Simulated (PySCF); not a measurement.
# Radial density of Zr¹⁶⁺ (zirconium, charge +16)

UHF, [Ar] 3d6, high-spin 5D determinant. Calculation: PySCF 2.14, in an even-tempered Gaussian basis (17 s from 1.4 bohr⁻², ratio 2.5; 11 p from 1.8 bohr⁻², ratio 2.5; 8 d from 1.8 bohr⁻², ratio 2.5; 4 f from 8.2 bohr⁻², ratio 2.7; 4 g from 12 bohr⁻², ratio 2.7); the non-relativistic Hamiltonian (point nucleus).

| r (bohr) | 4πr²ρ (e/bohr) | 4πr²(ρα − ρβ) |
| --- | --- | --- |
| 0.000710 | 0.2661 | 0.0000 |
| 0.00119 | 0.7243 | 0.0000 |
| 0.00201 | 1.920 | -0.0001 |
| 0.00338 | 4.869 | -0.0002 |
| 0.00568 | 11.46 | -0.0004 |
| 0.00956 | 23.82 | -0.0008 |
| 0.0161 | 40.31 | -0.0013 |
| 0.0270 | 49.49 | -0.0001 |
| 0.0455 | 43.25 | 0.0223 |
| 0.0765 | 48.42 | 0.2698 |
| 0.129 | 59.40 | 1.9499 |
| 0.216 | 34.35 | 7.2633 |
| 0.364 | 38.21 | 10.2791 |
| 0.612 | 14.28 | 3.2226 |
| 1.03 | 0.3713 | 0.1004 |
| 1.73 | 0.0003551 | 0.0001 |

A non-relativistic calculation at this Z misses sizeable relativistic shifts. Spin-orbit coupling, absent here, splits the open shell strongly.
